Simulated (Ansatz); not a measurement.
Species: CH₇Si₂, net charge -1, singlet state. It need not be the lowest isomer of its formula. Whether it binds its extra electron was not tested at this geometry. 
Structure (B3LYP-D3(BJ)/def2-TZVP (Ansatz, a program for electronic structure) minimum search):
```xyz
10

C     -1.8860    -0.3159     0.3216
Si    -0.4937     0.7994    -0.5247
Si     1.3797    -0.4927     0.1725
H     -1.6927    -0.5795     1.3659
H     -2.8475     0.2084     0.2809
H     -2.0100    -1.2476    -0.2410
H     -0.2976     1.7918     0.6344
H      2.7034     0.2020    -0.0165
H      1.4842    -1.0082     1.5929
H      1.5727    -1.7650    -0.6156
```
Charge -1, spin multiplicity 1.

Basis-set convergence of Hartree-Fock and CCSD(T) correlation energies (hartree) with Ansatz. Cores are frozen in the correlated levels unless marked. Spin-orbit coupling is left out. No relativistic terms.

| basis | functions | E(HF) | E(corr, CCSD(T)) |
|---|---|---|---|
| aug-cc-pV(D+d)Z | 150 | -619.79544 | -0.46758 |
| aug-cc-pV(T+d)Z | 317 | -619.82818 | -0.54103 |
| aug-cc-pV(Q+d)Z | 580 | -619.83618 | -0.56113 |

Extrapolating the two largest sets (X = 3 and 4) as X^-3: E(corr) = (64·(-0.56113) - 27·(-0.54103))/37 = -0.5758 Eh, an estimate of the basis-set limit. The largest set recovers 97.5 % of it, the smallest 81.2 %.
